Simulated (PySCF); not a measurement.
Bonds: C1-C2 1.328 Å, C2-C3 1.466 Å, C3-N4 1.266 Å, C3-C5 1.500 Å, C5-O6 1.197 Å, C5-C7 1.559 Å, C7-F8 1.336 Å, C7-F9 1.337 Å, C7-F10 1.336 Å. C1 carries H11, H12; C2 carries H13; N4 carries H14.

PySCF 2.14.0 with density-fitted response routines calculation with GFN2-xTB structure and shieldings: GIAO PBE0/pcSseg-1; no solvent model, non-relativistic Hamiltonian, fast rotation and ring inversion assumed for equivalent nuclei, single conformer.

Chemical shifts δ = σref − σ; ¹³C, ¹H vs TMS; ¹⁵N against NH3; H2O for ¹⁷O; CFCl3 for ¹⁹F, all at this level.

```csv
atoms,nucleus,count,Hirshfeld charge,δ (ppm)
H12,¹H,1,0.06,6.26
N4,¹⁵N,1,-0.19,380.0
C2,¹³C,1,-0.05,?
C7,¹³C,1,0.25,?
H13,¹H,1,0.05,?
O6,¹⁷O,1,-0.18,659.6
C5,¹³C,1,0.15,190.0
F8/F9/F10,¹⁹F,3,-0.09,-83.4
H14,¹H,1,0.12,13.77
H11,¹H,1,0.05,6.39
C3,¹³C,1,0.07,?
C1,¹³C,1,-0.06,132.8
```

Task: Complete the table.

Result: 
- C3: 168.2 ppm, carbon bonded to 2 C, N
- C2: 133.0 ppm, carbon bonded to 2 C, H
- C7: 126.5 ppm, carbon bonded to C, 3 F
- H13: 7.34 ppm, hydrogen on a carbon bonded to 2 C

Exchangeable OH/NH protons stand at their gas-phase positions; hydrogen bonding in a real sample shifts them, mostly to higher δ. Shifts are as computed. Against solution values, carbons near 30 ppm lie about +3 ppm off and those near 130 ppm about +5 ppm. Of 1211 compounds with measured shifts, 218 miss one by over three times the rms of a fit or turn the order of signals round; such compounds aren't used in these exercises. Unscaled 19F shifts against computed CFCl3 carry errors that often reach 10 to 50 ppm. Unscaled 17O shifts of doubly bonded oxygen tend to come out too high, by tens of ppm or more. Experimental scales use liquid or dissolved standards, which lie at an offset from isolated NH3 (liquid NH3: subtract about 20 ppm) and H2O (liquid H2O: subtract about 36 ppm). Unscaled 15N shifts of sp2 nitrogen come out 20 to 40 ppm too high even then.
